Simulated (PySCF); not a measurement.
C5H13AlO (SMILES CC(C)[O][Al]([CH3])[CH3]), singlet, at a GFN2-xTB geometry (such geometries of metal compounds can be far from the true shape); DF-MN15/pcseg-1 run with PySCF.

Input for PySCF:
```python
from pyscf import gto, scf, dft

mol = gto.M(
    atom='''
Al   -0.097920    0.501419    1.183156
C    -0.805512   -0.685093    2.630314
H    -1.700874   -1.222754    2.305512
H    -1.067283   -0.138096    3.537125
H    -0.077327   -1.450620    2.913012
C     0.160929    2.478645    1.346357
H     1.205985    2.760898    1.189841
H    -0.135494    2.865433    2.322412
H    -0.416575    3.022192    0.593093
O     0.321976   -0.209144   -0.246624
C     0.577279   -0.786719   -1.489682
C     0.409002    0.255718   -2.593948
C    -0.354343   -1.976902   -1.713228
H     1.618821   -1.143562   -1.491469
H    -0.617916    0.614899   -2.601746
H     0.645870   -0.175461   -3.563146
H     1.068933    1.099208   -2.406208
H    -0.229742   -2.696952   -0.908109
H    -1.387280   -1.635259   -1.715146
H    -0.134097   -2.459114   -2.662084
''',
    basis='pcseg-1',
    charge=0,
    spin=0,
    verbose=3,
)

mf = dft.RKS(mol)
mf.xc = 'mn15'
mf.grids.prune = dft.gen_grid.sg1_prune
mf = mf.density_fit(auxbasis='def2-universal-jkfit')
mf.kernel()
mf.analyze()
```

Task: What does PySCF print? Leave out banner, timings and long lists.

Result: 
```
converged SCF energy = -515.58868976917
**** MO energy ****
MO #1   energy= -55.2599510633659  occ= 2
MO #2   energy= -18.7842766973204  occ= 2
MO #3   energy= -10.0988756793369  occ= 2
MO #4   energy= -10.0298807934922  occ= 2
MO #5   energy= -10.0297951529877  occ= 2
MO #6   energy= -10.003950095061   occ= 2
MO #7   energy= -10.0039173263593  occ= 2
MO #8   energy= -4.04936016438324  occ= 2
MO #9   energy= -2.73762163108135  occ= 2
MO #10  energy= -2.73091928256217  occ= 2
MO #11  energy= -2.72701103041012  occ= 2
MO #12  energy= -1.03650990058103  occ= 2
MO #13  energy= -0.811069897648126 occ= 2
MO #14  energy= -0.731338836918687 occ= 2
MO #15  energy= -0.711037223214739 occ= 2
MO #16  energy= -0.703108192572944 occ= 2
MO #17  energy= -0.633705783722919 occ= 2
MO #18  energy= -0.539845973246186 occ= 2
MO #19  energy= -0.498353663037534 occ= 2
MO #20  energy= -0.474031049706526 occ= 2
MO #21  energy= -0.436148080456995 occ= 2
MO #22  energy= -0.427461927583318 occ= 2
MO #23  energy= -0.423093020978671 occ= 2
MO #24  energy= -0.420991597365785 occ= 2
MO #25  energy= -0.414865948353792 occ= 2
MO #26  energy= -0.41391350974894  occ= 2
MO #27  energy= -0.40590256706382  occ= 2
MO #28  energy= -0.393469595433305 occ= 2
MO #29  energy= -0.36211281512937  occ= 2
MO #30  energy= -0.333256794414892 occ= 2
MO #31  energy= -0.324677652562819 occ= 2
MO #32  energy= -0.287953015845807 occ= 2
MO #33  energy= 0.0148162303971584 occ= 0
MO #34  energy= 0.0430606080930787 occ= 0
MO #35  energy= 0.0881422095329141 occ= 0
MO #36  energy= 0.101969982298981  occ= 0
MO #37  energy= 0.121509737393559  occ= 0
MO #38  energy= 0.126139938689588  occ= 0
MO #39  energy= 0.141498725576187  occ= 0
MO #40  energy= 0.148576952165315  occ= 0
 ** Mulliken atomic charges  **
charge of    0Al =      0.92793
charge of    1C =     -0.59561
charge of    2H =      0.10626
charge of    3H =      0.10289
charge of    4H =      0.10676
charge of    5C =     -0.59579
charge of    6H =      0.10694
charge of    7H =      0.10305
charge of    8H =      0.10617
charge of    9O =     -0.63395
charge of   10C =      0.19572
charge of   11C =     -0.28779
charge of   12C =     -0.28789
charge of   13H =      0.08017
charge of   14H =      0.09140
charge of   15H =      0.09306
charge of   16H =      0.09804
charge of   17H =      0.09818
charge of   18H =      0.09131
charge of   19H =      0.09316
Dipole moment(X, Y, Z, Debye):  0.15181, -0.32742, -0.70772
```
